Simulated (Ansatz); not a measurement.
Species: C₄H₃BrSe (charge 0, singlet). SMILES: Brc1ccc[se]1
Geometry: optimised at B3LYP-D3(BJ)/def2-TZVP (Ansatz, a quantum-chemistry and plane-wave program).

Quantity: atomisation energy (electronic, to ground-state atoms), in eV. Cores are frozen in the correlated levels unless marked. UHF or UKS for open shells. No spin-orbit coupling. Frozen are the shells of the preceding noble gas and the d and f shells that filled before the atom's block. No relativistic terms. The coupled-cluster limit lacks core correlation, which all-electron functionals hold. CBS marks a two-point X^-3 extrapolation of the correlation energy; Hartree-Fock from the larger set.

```
level                            program  atomisation energy (eV)
------------------------  --------------  -----------------------
revPBE-D3(BJ)/def2-TZVPD  Ansatz + dftd3                    39.84
r2SCAN/def2-TZVPD                 Ansatz                    39.67
r2SCAN-D3(BJ)/def2-TZVPD  Ansatz + dftd3                    39.75
CAM-B3LYP-D4/def2-TZVPD   Ansatz + dftd4                    39.10
wB97X-V/def2-TZVPD                Ansatz                    39.22
wB97X/def2-TZVPD                  Ansatz                    39.07
MP2/6-31G*                        Ansatz                    37.12
```

**Question.** What does CCSD(T)/CBS(aug-cc-pVTZ,aug-cc-pVQZ) (Ansatz) give?

**Answer.** 39.15 eV
